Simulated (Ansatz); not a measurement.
Species: cycloheptane, C7H14, charge 0, multiplicity 1. SMILES: C1CCCCCC1
Geometry from a B3LYP-D3(BJ)/def2-TZVP (Ansatz, a quantum-chemistry and plane-wave program) optimisation:
```xyz
21

C      0.2231     1.6788     0.2819
C     -1.0111     0.9383     0.8079
C     -1.6090    -0.0474    -0.2037
C     -0.9875    -1.4515    -0.2277
C      0.5351    -1.5312    -0.0440
C      1.3561    -0.4312    -0.7283
C      1.4919     0.8420     0.1136
H      0.4519     2.5136     0.9511
H     -0.0390     2.1277    -0.6831
H     -0.7742     0.4254     1.7464
H     -1.7694     1.6856     1.0562
H     -2.6801    -0.1588    -0.0159
H     -1.5306     0.4030    -1.1980
H     -1.4532    -2.0621     0.5515
H     -1.2584    -1.9235    -1.1768
H      0.7747    -1.5140     1.0237
H      0.8646    -2.5097    -0.4027
H      0.9321    -0.1933    -1.7100
H      2.3617    -0.8150    -0.9197
H      1.8630     0.5533     1.1037
H      2.2652     1.4801    -0.3246
```

Quantity: atomisation energy (electronic, to ground-state atoms), in kJ/mol. Correlated levels leave the core frozen unless marked. Open shells are spin-unrestricted. Spin-orbit coupling is left out. Non-relativistic. The coupled-cluster limit lacks core correlation, which all-electron functionals hold. Basis-set limits of correlation are two-point, X^-3; Hartree-Fock from the larger set. [CCSD(T)-MP2]/basis is that difference in the basis named.

| level | program | atomisation energy (kJ/mol) |
|---|---|---|
| revPBE/def2-TZVPD | Ansatz | 8408.1 |
| PBE0-D3(BJ)/def2-TZVP | Ansatz + dftd3 | 8662.2 |
| wB97M-V/def2-TZVPD | Ansatz | 8597.5 |
| SCS-MP2/cc-pVTZ | Ansatz | 8462.4 |
| CCSD(T) with core electrons/cc-pwCVTZ | Ansatz | [?] |
| RI-MP2/CBS(aug-cc-pVTZ,aug-cc-pVQZ)+[CCSD(T)-MP2]/aug-cc-pVTZ | Ansatz | [?] |

Q: Fill in the missing entries.

A: 
- CCSD(T) with core electrons/cc-pwCVTZ, atomisation energy (kJ/mol): 8444.3
- RI-MP2/CBS(aug-cc-pVTZ,aug-cc-pVQZ)+[CCSD(T)-MP2]/aug-cc-pVTZ, atomisation energy (kJ/mol): 8583.5
